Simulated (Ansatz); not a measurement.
Cost and result for the atomization energy of `F[SiH](F)[CH2][GeH3]` (11 atoms, 10 bonds).

```xyz
11

F    -2.0646   -0.8822    1.8985
Si   -1.1311   -0.9273    0.6112
F    -2.0936   -0.7914   -0.6489
C     0.0651    0.4646    0.6272
Ge    1.1463    0.6326   -1.0078
H    -0.5029   -2.2628    0.5596
H     0.7478    0.3311    1.4723
H    -0.4675    1.4075    0.7825
H     2.2695    1.6529   -0.7654
H     0.2608    1.1036   -2.1693
H     1.7702   -0.7285   -1.3600
```

The species carries charge 0 and has multiplicity 1. Correlated methods include outer-core shells of Ge, which these sets cover unevenly. Scalar relativity is left out up to krypton. All single points use the PBE0-D4/def2-TZVP geometry. It is one conformer, not always the lowest. Program: Ansatz. Hardware: A = 2 threads of an AMD EPYC 7R13 on a shared host; B = 2 threads of an AMD EPYC 7R13 on a shared host and a share of an NVIDIA H100 80 GB. Times are those of one run each, without the atoms' runs, and a repeat can differ threefold. Electronic energies, without spin–orbit coupling; frozen cores. CCSD(T)/CBS adds CCSD(T) − MP2 in def2-TZVPP to the MP2 limit, and its time is that of the two runs behind it. T1 = 0.011. With those shells the extrapolation isn't a true limit. B3LYP takes the VWN-RPA correlation (the form of Gaussian; ORCA's B3LYP/G).

CCSD(T)/CBS is a level of theory with its own doubt, some kJ/mol a heavy atom from the limit and from the frozen cores, so smaller differences don't rank the functionals.

```
                                 level  functions  wall time  atomization (kJ/mol)  difference from CCSD(T)/CBS  per bond
                    MP2/def2-QZVPP [B]        510      4.6 s                3938.6                         16.5       1.6
   PBE-D4/def2-TZVPP (with forces) [A]        267      5.5 s                3897.5                        -24.6      -2.5
                PBE0-D4/def2-TZVPP [A]        267      6.5 s                3854.0                        -68.1      -6.8
                CCSD(T)/def2-TZVPP [B]        267      7.5 s                3830.9                        -91.2      -9.1
r2SCAN-D4/def2-TZVPP (with forces) [A]        267        9 s                3903.0                        -19.1      -1.9
 B3LYP-D4/def2-TZVPP (with forces) [A]        267      9.5 s                3870.8                        -51.3      -5.1
                 B2PLYP/def2-TZVPP [A]        267       10 s                3850.8                        -71.3      -7.1
                     CCSD(T)/CBS(def2)          –       12 s                3922.1                          0.0       0.0
                ωB97X-V/def2-TZVPP [A]        267       14 s                3915.5                         -6.6      -0.7
  ωB97M-V/def2-TZVPP (with forces) [A]        267       20 s                3893.1                        -29.0      -2.9
```

From PBE to PBE0 (25 % exact exchange), in def2-TZVPP and without D4, the atomization energy moves by −40.0 kJ/mol: exact exchange takes away binding that semilocal exchange gives to molecules. The D4 term adds +37.3 kJ/mol with B3LYP and +19.6 kJ/mol with PBE0; it sums over pairs of atoms, weighted by their polarisabilities, and B3LYP, whose exchange is more repulsive, gets the larger term. In def2-TZVPP, CCSD(T) changes the Hartree–Fock value by +886.1 kJ/mol (the triples alone add +45.2 kJ/mol) and MP2 by +938.7 kJ/mol; breaking electron pairs costs correlation energy, which Hartree–Fock lacks.
